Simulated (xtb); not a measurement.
Cl6Si2, triplet, at the geometry of the source list (a higher spin typed on purpose: for a closed-shell molecule this is an excited state); GFN-FF in xtb.

Input for xtb:
```
$ xtb mol.xyz --gfnff --uhf 2 --json

# file mol.xyz
8

Cl     2.12070000    -0.45550000    -1.55080000
Si     1.15080000    -0.11000000     0.18490000
Cl     1.90370000     1.57270000     1.00630000
Cl     1.52670000    -1.64790000     1.43660000
Si    -1.15080000     0.11000000    -0.18490000
Cl    -1.52670000     1.64790000    -1.43650000
Cl    -1.90370000    -1.57260000    -1.00630000
Cl    -2.12080000     0.45550000     1.55080000
```

Problem. Predict the main parts of the log of this xtb run.

Solution. 
```
   ID    Z sym.   atoms
    1   17 Cl     1, 3, 4, 6-8
    2   14 Si     2, 5

           -------------------------------------------------
          |                Calculation Setup                |
           -------------------------------------------------

          ==================== Thresholds ====================
          CN  :   150.00000
          rep :   500.00000
          disp:  2500.00000
          HB1 :   250.00000
          HB2 :   450.00000

          Pauling EN used:
          Z :14  EN :  1.90
          Z :17  EN :  3.16
          electric field strengths (au): 0.000

           -------------------------------------------------
          |           Force Field Initialization            |
           -------------------------------------------------

          distances ...
          ----------------------------------------
          generating topology and atomic info file ...
          pair mat ...
          computing topology distances matrix with Floyd-Warshall algo ...
          making topology EEQ charges ...
          #fragments for EEQ constrain: 1
          ----------------------------------------
          generating topology and atomic info file ...
          pair mat ...
          computing topology distances matrix with Floyd-Warshall algo ...
          making topology EEQ charges ...
          #fragments for EEQ constrain: 1
          rings ...
          # BATM   18
          # H in HB   0

  atom   neighbors  erfCN metchar sp-hybrid imet pi  qest     coordinates
    1  Cl      1    0.99   0.00         0    0    0  -0.076    4.007542   -0.860770   -2.930587
    2  Si      4    3.46   0.03         3    0    0   0.227    2.174697   -0.207870    0.349410
    3  Cl      1    0.99   0.00         0    0    0  -0.076    3.597472    2.971972    1.901631
    4  Cl      1    0.99   0.00         0    0    0  -0.076    2.885045   -3.114080    2.714781
    5  Si      4    3.46   0.03         3    0    0   0.227   -2.174697    0.207870   -0.349410
    6  Cl      1    0.99   0.00         0    0    0  -0.076   -2.885045    3.114080   -2.714592
    7  Cl      1    0.99   0.00         0    0    0  -0.076   -3.597472   -2.971783   -1.901631
    8  Cl      1    0.99   0.00         0    0    0  -0.076   -4.007731    0.860770    2.930587

          #atoms :   8
          #bonds :   7
          #angl  :   12
          #tors  :   0
          #nmol  :   1
          #optfrag :   1
           -------------------------------------------------
          |                   G F N - F F                   |
          |          A general generic force-field          |
          |                  Version 1.0.3                  |
           -------------------------------------------------
          Number of HB bonds (bound hydrogen)     0
          Number of HB bonds (unbound hydrogen)   0
          Number of XB bonds                      0

         :::::::::::::::::::::::::::::::::::::::::::::::::::::
         ::                     SUMMARY                     ::
         :::::::::::::::::::::::::::::::::::::::::::::::::::::
         :: total energy              -0.350054020209 Eh    ::
         :: gradient norm              0.066556592524 Eh/a0 ::
         ::.................................................::
         :: bond energy               -0.389180952750 Eh    ::
         :: angle energy               0.018599777448 Eh    ::
         :: torsion energy             0.000000000000 Eh    ::
         :: repulsion energy           0.055247743582 Eh    ::
         :: electrostat energy        -0.022997842130 Eh    ::
         :: dispersion energy         -0.011198301409 Eh    ::
         :: HB energy                  0.000000000000 Eh    ::
         :: XB energy                  0.000000000000 Eh    ::
         :: bonded atm energy         -0.000524444951 Eh    ::
         :: external energy            0.000000000000 Eh    ::
         :: add. restraining           0.000000000000 Eh    ::
         :: total charge              -0.000000000000 e     ::
         :::::::::::::::::::::::::::::::::::::::::::::::::::::

           -------------------------------------------------
          |                Property Printout                |
           -------------------------------------------------

molecular dipole:
                 x           y           z       tot (Debye)
 q only:        0.000      -0.000       0.000       0.000

           -------------------------------------------------
          | TOTAL ENERGY               -0.350054020209 Eh   |
          | GRADIENT NORM               0.066556592524 Eh/α |
           -------------------------------------------------
########################################################################
[WARNING] Runtime exception occurred
-1- gfnff_setup: Could not read topology file.
########################################################################

normal termination of xtb
```
